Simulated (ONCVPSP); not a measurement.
**Mg: one change to an ONCV potential, before and after**

* Element: magnesium
* Generator: ONCVPSP 4.0.1
* Type: optimised norm-conserving Vanderbilt (ONCV)
* Functional: PBE
* Relativity: fully relativistic
* Frozen core: [Ne]
* Valence charge: 2
* Reference configuration: 3s1 (charge +1)
* Partial waves: 3s: rc 2.10 bohr, ncon 3, nbas 6, qcut 2.7 1/bohr, 3 projectors, debl 0.5 Ha; p scattering state at 0.17 Ha: rc 2.20 bohr, ncon 4, nbas 8, qcut 3.7 1/bohr, 3 projectors, debl 0.8 Ha; d scattering state at 0.05 Ha: rc 2.25 bohr, ncon 5, nbas 10, qcut 4.6 1/bohr, 1 projector
* Local potential: polynomial inside 1.90 bohr (lpopt 5, dvloc0 1 Ha)
* Core correction: polynomial model core, fcfact 0.25

Open shells are filled in proportion to 2j + 1.

In the p channel the program set the typed energies aside and used 0.050, 0.850, 1.650 Ha (j = l + 1/2; the other j can differ).

Change: reference 3s0.5. In the s channel the program set the typed energies aside and used -0.552, 0.250, 0.750 Ha. In the p channel the program set the typed energies aside and used 0.050, 0.850, 1.650 Ha (j = l + 1/2; the other j can differ).

Cutoffs: the cutoffs (Ha) at which the residual kinetic energy of the hardest occupied pseudo-wave falls to 1 and 0.1 mHa per electron; they do not see the model core or the augmentation charge, which bear on the density cutoff. Errors are all-electron minus pseudo energies relative to the spin-unpolarised reference configuration.

**Question.** What does the change do?

**Answer.** The potential gets harder (4.0 Ha and 17 Ha → 4.7 Ha and 19 Ha); both files keep a bound ghost (p, s).

```tsv
quantity	base	changed
cutoff, loose	4.0 Ha	4.7 Ha
cutoff, tight	17 Ha	19 Ha
bound ghosts	s, p3/2, p1/2	s, p3/2, p1/2
GHOST(+) flags under 300 eV	none	s at 108.5 eV
largest error over its own tests, meV	+14	+105
s: phases at 2.14 bohr within 0.05 rad from the reference energy up to (Ha; the scan ends near 5)	2.6	2.7
p3/2: phases at 2.23 bohr within 0.05 rad from the reference energy up to (Ha; the scan ends near 5)	3.2	3.1
p1/2: phases at 2.23 bohr within 0.05 rad from the reference energy up to (Ha; the scan ends near 5)	3.1	n/a
d5/2: phases at 2.28 bohr within 0.05 rad from the reference energy up to (Ha; the scan ends near 5)	2.0	1.9
d3/2: phases at 2.28 bohr within 0.05 rad from the reference energy up to (Ha; the scan ends near 5)	2.0	1.8
rms error of d²Exc/dni dnj with the model core, mHa	6.78	19.61
```

Base: The cutoffs count occupied waves only; projector 3 of the p channel, the hardest unoccupied one, needs 58 Ha at the loose tolerance. These tests converged, but a pseudo level misses the all-electron one widely, so the file describes the atom poorly there or has found another state: 3s0 3p2: empty 3s by 11.9 eV. Changed file: The cutoffs count occupied waves only; projector 2 of the p channel, the hardest unoccupied one, needs 19 Ha at the loose tolerance. These tests converged, but a pseudo level misses the all-electron one widely, so the file describes the atom poorly there or has found another state: 3s0 3p1: empty 3s by 6.1 eV. A true bound ghost makes a file unfit for plane-wave use even where its test errors are small: the radial tests pick states by their node count and pass the ghost by.
